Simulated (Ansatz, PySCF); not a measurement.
C4H5F, SMILES CC=C=CF. Atoms are numbered in the order given.

```xyz
10

C     -2.1742    -0.8024    -0.2360
C     -1.2591     0.3473     0.0508
C      0.0338     0.2627     0.2515
C      1.3157     0.1680     0.4961
F      2.2554     0.2422    -0.4536
H     -1.6321    -1.7571    -0.2550
H     -2.6741    -0.6627    -1.2084
H     -2.9694    -0.8624     0.5249
H     -1.7208     1.3451     0.0904
H      1.7361     0.0238     1.4970
```

The structure is a stationary point at PBE0-D3(BJ)/def2-SVP.

Two levels are set side by side: PBE-D3(BJ)/def2-SVP (Ansatz, a program for electronic structure) and PBE0-D3(BJ)/def2-SVP (Ansatz). Each level has its own optimised geometry; the coordinates shown are those of the second. Frequencies come from the Hessian of PySCF at each geometry. Differences are taken from unrounded values.

| quantity | PBE0-D3(BJ) |
|---|---|
| mean bond length (Å) | 1.217 |
| bond C1–C2 (Å) | 1.497 |
| bond C2–C3 (Å) | 1.311 |
| bond C3–C4 (Å) | 1.308 |
| bond C4–F5 (Å) | 1.338 |
| bond C1–H6 (Å) | 1.098 |
| bond C1–H7 (Å) | 1.102 |
| bond C1–H8 (Å) | 1.102 |
| bond C2–H9 (Å) | 1.100 |
| bond C4–H10 (Å) | 1.095 |
| highest harmonic wavenumber (cm⁻¹) | 3206 |
| mean harmonic wavenumber (cm⁻¹) | 1414 |
| zero-point energy (kcal/mol) | 48.51 |

**Question.** What does PBE-D3(BJ) give, and how far is it from PBE0-D3(BJ)? (Estimate from the structure and the level; the computed values follow.)

**Answer.** 
```csv
quantity,PBE-D3(BJ),PBE-D3(BJ) minus PBE0-D3(BJ)
mean bond length (Å),1.227,0.010
bond C1–C2 (Å),1.505,0.008
bond C2–C3 (Å),1.321,0.010
bond C3–C4 (Å),1.318,0.010
bond C4–F5 (Å),1.354,0.016
bond C1–H6 (Å),1.106,0.008
bond C1–H7 (Å),1.111,0.009
bond C1–H8 (Å),1.111,0.009
bond C2–H9 (Å),1.109,0.009
bond C4–H10 (Å),1.104,0.009
highest harmonic wavenumber (cm⁻¹),3098,-108
mean harmonic wavenumber (cm⁻¹),1363,-51
zero-point energy (kcal/mol),46.77,-1.75
```

GGA bonds tend to be longer and softer than those of functionals with exact exchange. Differences between two approximate levels are no errors against the true value.
